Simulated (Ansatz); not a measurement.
`[OH][Al]([SiH3])[Br]` + H–F → `[OH][Al]([F])[Br]` + SiH₄  (cleavage of the Al–Si bond)

Gas-phase electronic energies from Ansatz, PBE0-D4/def2-TZVP geometries. CCSD(T)/CBS is the MP2 limit (def2-TZVPP, def2-QZVPP) plus CCSD(T) − MP2 in def2-TZVPP, frozen cores. This one scheme is used for every species. Functionals use def2-TZVPP. For Br outer-core shells are correlated without core-valence functions, which leaves a few kJ/mol of doubt a bond. Scalar relativity is left out up to krypton. One conformer a species, not always the lowest.

```csv
level,ΔE (kJ/mol)
B97M-V,-169.0
PBE,-145.5
MP2/def2-TZVPP,-171.6
SCS-MP2/def2-TZVPP,-176.4
```

Problem. What does CCSD(T)/CBS give? (Estimate.)

Solution. The calculation gave: -163.5 kJ/mol. The listed levels differ from it by -5.5, 18.0, -8.1, -12.9 kJ/mol.

Largest T1 diagnostic among the species: 0.011.

The D4 term adds +5.0 kJ/mol with B3LYP and +3.0 kJ/mol with PBE0; it sums over pairs of atoms, weighted by their polarisabilities, and B3LYP, whose exchange is more repulsive, gets the larger term. From BLYP to BHLYP (50 % exact exchange), in def2-TZVPP and without D4, ΔE moves by −9.0 kJ/mol.

CCSD(T)/CBS has its own doubt, a few kJ/mol and more with outer-core shells, so smaller differences from it don't rank the levels.

B3LYP here is the variant with VWN-RPA as its local correlation; programs differ in this.
